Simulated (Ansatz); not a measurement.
The cluster Ru2Br6⁺. Charge 1, multiplicity 2. Geometry PBE-D4/def2-SVP, that of the neutral singlet; atoms count from 1.

```xyz
8

Ru    0.752   -0.337   -0.698
Ru   -0.759    0.346    0.686
Br   -1.624    2.444    0.013
Br    2.551    1.197   -0.783
Br    1.607   -2.427    0.006
Br   -0.151   -0.573   -2.873
Br   -2.541   -1.207    0.795
Br    0.164    0.556    2.853
```

In the def2 sets Ru takes a core potential; there is no spin–orbit coupling. The charge 1 doublet is spin-contaminated (final ⟨S²⟩ up to 1.42, 0.75 for a pure state). The structure comes from a short search, and lower isomers may exist.

(1) Estimate the Mulliken populations from the PBE0/def2-SVP orbitals of Ansatz.

(2) Where does the spin sit?

(3) And the Mayer bond orders between heavy atoms (over 0.3)?

Answers

(1) 
```json
{"atom": "Ru1", "charge (e)": "0.14", "spin (α − β)": "-0.02", "d electrons": "6.80"}
{"atom": "Ru2", "charge (e)": "0.16", "spin (α − β)": "0.72", "d electrons": "6.78"}
{"atom": "Br3", "charge (e)": "0.12", "spin (α − β)": "0.14", "d electrons": "–"}
{"atom": "Br4", "charge (e)": "0.12", "spin (α − β)": "-0.11", "d electrons": "–"}
{"atom": "Br5", "charge (e)": "0.12", "spin (α − β)": "-0.06", "d electrons": "–"}
{"atom": "Br6", "charge (e)": "0.11", "spin (α − β)": "0.06", "d electrons": "–"}
{"atom": "Br7", "charge (e)": "0.12", "spin (α − β)": "0.15", "d electrons": "–"}
{"atom": "Br8", "charge (e)": "0.11", "spin (α − β)": "0.12", "d electrons": "–"}
```
Mulliken values depend strongly on the basis.

(2) Summed by element: Ru 0.71, Br 0.29, of 1 unpaired in all. Largest on single atoms: Ru2 0.72, Br7 0.15, Br3 0.14.

(3) Ru1–Ru2 1.64 (2.16 Å); Ru1–Br4 1.17 (2.37 Å); Ru1–Br5 1.17 (2.37 Å); Ru1–Br6 1.17 (2.37 Å); Ru2–Br3 1.17 (2.37 Å); Ru2–Br7 1.17 (2.37 Å); Ru2–Br8 1.17 (2.37 Å).
